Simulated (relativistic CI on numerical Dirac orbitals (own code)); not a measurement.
## Ru5+: 4s photoemission

Computed with this model: Dirac-Coulomb-Breit CI, KLI orbitals optimised for each configuration, QED by a radiative potential, valence Slater integrals scaled by 0.7, multiplet model of photoemission in the sudden approximation; configurations [Kr] 4d3 → [Ar] 3d10 4s 4p6 4d3; 300 K; Lorentzian 2.8 eV and Gaussian 0.6 eV FWHM. Energies are those of the free ion, without screening or charge transfer. The energies are binding energies and can lie tens of eV above those of solids. Without intra-shell correlation the exchange splitting of an s hole comes out too large, often by half or more. S is read from ⟨S²⟩ = S(S + 1).

free ion: ground-state S = 1.48, centroid 160.05 eV. Peaks (eV, height): 158.0 (100), 163.6 (60).

Strongest unbroadened transitions for free ion:

| Energy (eV) | Relative strength |
| --- | --- |
| 157.93 | 100.0 |
| 158.05 | 69.6 |
| 159.61 | 0.1 |
| 161.50 | 0.2 |
| 161.56 | 2.1 |
| 161.94 | 0.1 |
| 162.17 | 1.0 |
| 163.12 | 0.8 |
| 163.68 | 91.0 |
| 164.50 | 0.0 |
| 164.80 | 2.4 |
| 165.11 | 0.2 |
